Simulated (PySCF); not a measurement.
**State search for MgSn⁺**

Unrestricted PBE0; PySCF, scalar-relativistic core potentials, basis sets Mg def2-SVPD, Sn def2-SVPD with ECP28. Outer shells of the fragments: Mg 3s2; Sn+ 4d10 5s2 5p1.

Followed along the bond (rough minima from three points):

```tsv
2Ms+1	unpaired	⟨S²⟩ at the start	R at minimum (Å)	Te (eV)
2	π ↑	0.77	2.96	0.00
4	σ ↑, π ↑↑	3.75	2.70	1.31
2	σ ↑	0.75	none in the scan	≤ 0.87
```

Solutions found at the starting distance of 2.805 Å, counted from the lowest of them; the search is not exhaustive and high or unbound solutions are not listed, so other states can lie among these:

```tsv
2Ms+1	unpaired	term	E (eV)	⟨S²⟩	⟨Lz²⟩	μ (D)
2	π ↑	²Π	0.00	0.77	1.00	-6.89
2	σ ↑	²Σ⁺	1.14	0.75	0.00	-2.43
4	σ ↑, π ↑↑	⁴Σ⁻	1.29	3.75	0.00	-8.78
4	σ ↑↑, π ↑	⁴Π	1.64	3.75	1.00	-4.06
2	σ ↓, π ↑↑	mixed	1.74	1.76	0.00	-8.63
2	σ ↑, π ↑↓	mixed	1.77	1.76	2.01	-8.60
2	σ ↑	mixed	2.46	0.79	2.00	-8.23
4	σ ↑, π ↑↑	mixed	3.95	3.75	2.01	-4.37
2	π ↑	²Π	5.09	0.86	1.00	-9.73
4	σ ↑, π ↑, δ ↑	mixed	7.58	3.75	5.00	-8.73
4	σ ↑, π ↑, δ ↑	mixed	7.61	3.75	4.98	-8.68
```

A term symbol is given only where ⟨S²⟩ and ⟨Lz²⟩ are close to those of a pure state; real π, δ and φ orbitals otherwise mix terms. A positive dipole points towards Sn; it is taken about the centre of mass and depends on that origin.

Spin–orbit coupling is left out. Counting both spins, an empty level lies below a filled one in some of these solutions, because spin and occupation are held.
